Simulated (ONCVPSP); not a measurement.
O: one change to an ONCV potential, before and after

oxygen, optimised norm-conserving Vanderbilt (ONCV), made with ONCVPSP 4.0.1 (PBE, scalar-relativistic). Core [He], reference 2s1.5 2p4.5. Waves: 2s: rc 0.85 bohr, ncon 4, nbas 8, qcut 6.5 1/bohr, 1 projector; 2p: rc 1.05 bohr, ncon 3, nbas 7, qcut 6.5 1/bohr, 2 projectors, debl 3.8 Ha; d scattering state at 0.25 Ha: rc 0.85 bohr, ncon 4, nbas 8, qcut 9.6 1/bohr, local. Local part: the d channel. Core correction: none.

Change: s: qcut 9.7; p: qcut 9.7; d: qcut 14.4.

Cutoffs: the cutoffs (Ha) at which the residual kinetic energy of the hardest occupied pseudo-wave falls to 1 and 0.1 mHa per electron; they do not see the model core or the augmentation charge, which bear on the density cutoff. Errors are all-electron minus pseudo energies relative to the spin-unpolarised reference configuration.

Problem. What does the change do?

Solution. Of the 4 tests that both files solve, the error grows in 0 and shrinks in 3 by more than 15 % and 0.3 meV (median size 23.4 → 12.2 meV); neither file shows a bound ghost.

| quantity | base | changed |
| --- | --- | --- |
| cutoffs, loose and tight | not determined | 39 Ha, 67 Ha |
| bound ghosts | none | none |
| GHOST(+) flags under 300 eV | none | none |
| error for 2s2 2p4, meV [ΔE -7.47 eV] | +1.9 | +1.7 |
| error for 2s2 2p3, meV [ΔE 8.96 eV] | +37 | +19 |
| error for 2s2 2p2, meV [ΔE 42.55 eV] | +224 | +108 |
| error for 2s2 2p3.5, meV [ΔE -1.18 eV] | +10 | +5.9 |
| s: phases at 0.86 bohr within 0.05 rad from the reference energy up to (Ha; the scan ends near 5) | to the end of the scan | to the end of the scan |
| p: phases at 1.06 bohr within 0.05 rad from the reference energy up to (Ha; the scan ends near 5) | to the end of the scan | to the end of the scan |
| d: phases at 0.86 bohr within 0.05 rad from the reference energy up to (Ha; the scan ends near 5) | to the end of the scan | to the end of the scan |
